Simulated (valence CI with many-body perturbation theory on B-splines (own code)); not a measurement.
## Questions on Fe²¹⁺

Calculated by valence CI with perturbative core correlation (CI+MBPT): three valence electrons over a frozen Dirac-Fock core [He], a basis of 11 s, 11 p, 10 d, 8 f, 5 g, 2 h functions for each j, with the one-electron correlation potential Σ1, the two-electron term Σ2, the three-electron term Σ3, Breit, model QED; selected CI, second order for the rest, scaled by the run's own slope (own B-spline code, finite nucleus).

No measured levels were compared; by estimate levels of excited configurations hold to 0.05 to 0.15 % of their energy, terms of the ground configuration to about 0.5 %.

Names give the largest LS component (configuration and term), which can be under half, so a name can repeat, a term be missing and a line seem to break the LS rules; names also repeat where a configuration has a term twice.

Rates and lifetimes use the calculated energies. Strong lines usually hold to 10 to 20 %, long lifetimes can be off by a factor of two.

Task: What is the ground level?

Result: 2s2.2p 2P°_1/2, composition 98 % 2s2.2p 2P° + 2 % 2p3 2P°, g = 0.661.

Task: How well does LS coupling describe the low levels?

Result: Among the lowest 20 levels the leading LS term, summed over configurations, holds 92 % on average. For single configurations the figures are 90 % in LS and 81 % in jj coupling. Terms mix most in the J = 1/2 level at 121.4 eV, where the leading one holds 60 %.

Task: Where does the other parity begin?

Result: At 2s.2p2 4P_1/2, 50.1 eV.

Task: Among levels below 1486.6 eV, which E1 lines absorb most strongly from the ground level?

Result: to 2s2.3d 2D_3/2 at 1.177 nm, f = 0.672; to 2s.2p.3p 2D_3/2 at 1.143 nm, f = 0.193; to 2s.2p.3p 2P_1/2 at 1.148 nm, f = 0.127.

Task: What is the ionisation energy?

Result: 1798.7 eV; NIST lists 1798.4 ± 0.8 eV (semi-empirical).

Task: How is the term 2P° of the ground level split?

Result: J = 1/2 at 0.0, J = 3/2 at 14.7 eV.
